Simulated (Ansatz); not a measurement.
Reaction (silylene formation by 1,1-elimination): `N[SiH](Cl)[Si](N)(Cl)Cl` → `N[SiH](Cl)Cl` + `N[Si]Cl`

Gas-phase electronic energies from Ansatz, PBE0-D4/def2-TZVP geometries. CBS: MP2 limit from def2 TZ/QZ plus the TZ coupled-cluster correction, frozen cores. This one scheme is used for every species. Functionals use def2-TZVPP. One conformer a species, not always the lowest.

`N[SiH](Cl)[Si](N)(Cl)Cl`:

Z-matrix (Å, degrees):
```
Si
Cl 1 2.088
Si 1 2.330 2 103.5
N 1 1.695 2 115.6 3 -118.0
H 1 1.480 2 105.2 3 121.9
N 3 1.691 1 110.4 2 35.2
Cl 3 2.050 1 113.4 2 155.8
Cl 3 2.076 1 105.3 2 -89.1
H 4 1.008 1 120.4 2 76.0
H 4 1.007 1 122.2 2 -76.9
H 6 1.008 3 119.5 1 -40.9
H 6 1.007 3 122.2 1 167.2
```

`N[SiH](Cl)Cl`:

Z-matrix (Å, degrees):
```
Si
Cl 1 2.041
Cl 1 2.056 2 107.0
N 1 1.692 2 107.5 3 124.1
H 1 1.472 2 110.9 3 -115.5
H 4 1.007 1 120.6 2 -43.0
H 4 1.008 1 120.1 2 169.5
```

`N[Si]Cl`:

Z-matrix (Å, degrees):
```
N
Si 1 1.701
H 1 1.010 2 126.0
H 1 1.009 2 121.0 3 180.0
Cl 2 2.104 1 98.2 3 0.0
```

```
        level  ΔE (kcal/mol)
    r2SCAN-D4           33.2
      ωB97X-V           32.6
      ωB97M-V           27.4
MP2/CBS(def2)           33.0
```

Problem. What does CCSD(T)/CBS give? (Best estimate.)

Solution. Computed: +30.3 kcal/mol. The listed levels differ from it by 2.9, 2.3, -2.9, 2.7 kcal/mol.

Largest T1 diagnostic among the species: 0.013.

In def2-TZVPP, CCSD(T) changes the Hartree–Fock value by +4.3 kcal/mol (the triples alone add +0.8 kcal/mol) and MP2 by +7.1 kcal/mol. From PBE to PBE0 (25 % exact exchange), in def2-TZVPP and without D4, ΔE moves by +2.8 kcal/mol.
